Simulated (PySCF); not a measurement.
TiF4, SMILES [F][Ti]([F])([F])[F], multiplicity 1.

Geometry: B3LYP-D3(BJ)/def2-SVP. The spin state was assumed, not searched. The isomer is the one that the SMILES or the coordinates give; other isomers of the formula were not compared.

Two levels are set side by side: PBE/def2-TZVP (PySCF) and HF/def2-TZVP (PySCF). Same geometry, gas phase. Differences are taken from unrounded values.

| quantity | PBE |
|---|---|
| orbital gap (eV) | 6.46 |
| highest occupied level (eV) | -10.44 |
| lowest empty level (eV) | -3.98 |
| mean polarisability (bohr³) | 31.5 |

Question: These are the PBE values. What does HF give? (An estimate is asked for; the answer gives what the named calculation found.)

Answer: 
```
quantity                         HF  PBE minus HF
---------------------------  ------  ------------
orbital gap (eV)              19.52        -13.06
highest occupied level (eV)  -18.04          7.60
lowest empty level (eV)        1.48         -5.47
mean polarisability (bohr³)    23.7           7.8
```

PBE's occupied levels lie high since its potential decays too fast outside the molecule; exact exchange lowers them and widens the gap. Loosely held outer electrons make PBE densities more polarisable. Differences between two approximate levels are no errors against the true value.

Rough cost on one machine, each run with all the roots and properties that it gave: HF against PBE about 1/3.
